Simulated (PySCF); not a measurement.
**Stationary points of [SSe2]-**

Method: PySCF, PBE, basis S def2-SVPD, Se def2-SVPD (no relativity, density fitting).

Relaxations began from a few typed shapes; open shells are unrestricted. The search is not exhaustive: other isomers or separated fragments can lie lower, and high-lying points may rest on an excited occupation.

| spin | group | bonds | angles | imaginary modes (cm⁻¹) | ΔE (kJ/mol) | ΔE with ZPE (kJ/mol) |
| --- | --- | --- | --- | --- | --- | --- |
| doublet | C2v | S–Se 2.197 Å (×2) | Se–S–Se 116.6° | none | 0.0 | 0.0 |
| broken-symmetry Ms = 1/2 (⟨S²⟩ 1.76) | D∞h | S–Se 2.303 Å (×2) | Se–S–Se 180.0° | none | 154.0 | 152.2 |

The lowest minimum found is the doublet C2v: S–Se 2.197 Å (×2); Se–S–Se 116.6°.

For the lowest minimum: the lowest empty level of this anion is unbound, so it and the gap depend on the basis.

The electron or spin density has lower symmetry than the nuclear frame for the broken-symmetry Ms = 1/2 (⟨S²⟩ 1.76) D∞h at 154.0 kJ/mol.
